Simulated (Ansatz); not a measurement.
`FC(Cl)(I)I` + HBr → `FC(Cl)(Br)I` + HI at 600 K and 1 bar (substitution at a C–I bond).

Gas-phase electronic energies from Ansatz, PBE0-D4/def2-TZVP geometries. CBS: MP2 limit from def2 TZ/QZ plus the TZ coupled-cluster correction, frozen cores. Elements past krypton have def2 core potentials. For Br, I outer-core shells are correlated without core-valence functions, which leaves a few kJ/mol of doubt a bond. Scalar relativity is left out up to krypton.

```json
{"species": "`FC(Cl)(I)I`", "CCSD(T)/CBS energy (Eh)": "-1192.46852", "H − E (kJ/mol)": "71.0", "S (J/(mol·K))": "425.2"}
{"species": "HBr", "CCSD(T)/CBS energy (Eh)": "-2573.91920", "H − E (kJ/mol)": "33.5", "S (J/(mol·K))": "219.1"}
{"species": "`FC(Cl)(Br)I`", "CCSD(T)/CBS energy (Eh)": "-3468.34782", "H − E (kJ/mol)": "71.3", "S (J/(mol·K))": "415.7"}
{"species": "HI", "CCSD(T)/CBS energy (Eh)": "-298.03592", "H − E (kJ/mol)": "31.6", "S (J/(mol·K))": "227.0"}
```

H − E and S are ideal-gas, rigid-rotor, harmonic terms from PBE0-D4/def2-TZVP, for one conformer and one mirror image of each species. 1 Eh = 2625.50 kJ/mol, R = 8.31446 J/(mol·K).

By hand: ΔE, ΔH, ΔS and ΔG.

ΔE = (-3468.34782) + (-298.03592) − (-1192.46852) − (-2573.91920) = 0.00398 Eh = 10.4 kJ/mol. Δ(H − E) = 71.3 + 31.6 − 71.0 − 33.5 = -1.6, so ΔH = 8.8 kJ/mol. ΔS = 415.7 + 227.0 − 425.2 − 219.1 = -1.6 J/(mol·K). ΔG = 8.8 − 600 × (-1.6)/1000 = 9.8 kJ/mol.

By hand: the equilibrium constant, and the temperature at which ΔG would vanish if ΔH and ΔS stayed fixed.

log₁₀ K = −ΔG/(RT ln 10) = -0.9. ΔH and −TΔS have one sign here, so there is no such temperature.

The number of gas molecules stays the same, so ΔS is small and ΔH decides. A doubt of 5 kJ/mol in ΔE shifts log₁₀ K by 0.4 here. Other conformers and mirror images would add mixing entropy, several J/(mol·K) or more a flexible species. These are equilibria of isolated gas molecules and say nothing of rates. Largest T1 diagnostic: 0.010 (customary marks: 0.02 for closed shells, 0.045 for open ones).

ΔS is within the doubt of such terms, so its sign, and with it that verdict, could turn.
